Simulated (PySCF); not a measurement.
**Correlation energy of Re (rhenium, neutral)**

[Xe] 4f14 5d4 6s2 6p1, one real determinant (an excited configuration). Calculation: PySCF 2.14, in aug-cc-pVDZ-PP with ECP60MDF (5s5p4d2f, 54 functions); a scalar-relativistic core potential. Frozen: 5s2 5p6; 7 electrons correlated.

```csv
level,correlation energy (mhartree)
CCSD,-110.70
(T),-16.05
CCSD(T),-126.75
```

Diagnostics: T1 = 0.14, D1 = 0.4771, largest double amplitude 0.316.

Task: Is a single reference adequate?

Result: Not fully. The real determinant used has ⟨L²⟩ near 8 against 12 for a pure F term, so it mixes terms. Spin-orbit coupling, absent here, splits the open shell strongly. T1 exceeds 0.03, a sign that the reference determinant is poor. A double-excitation amplitude exceeds 0.15, a sign of near-degeneracy.

The reference is one real determinant that mixes LS terms of this configuration.
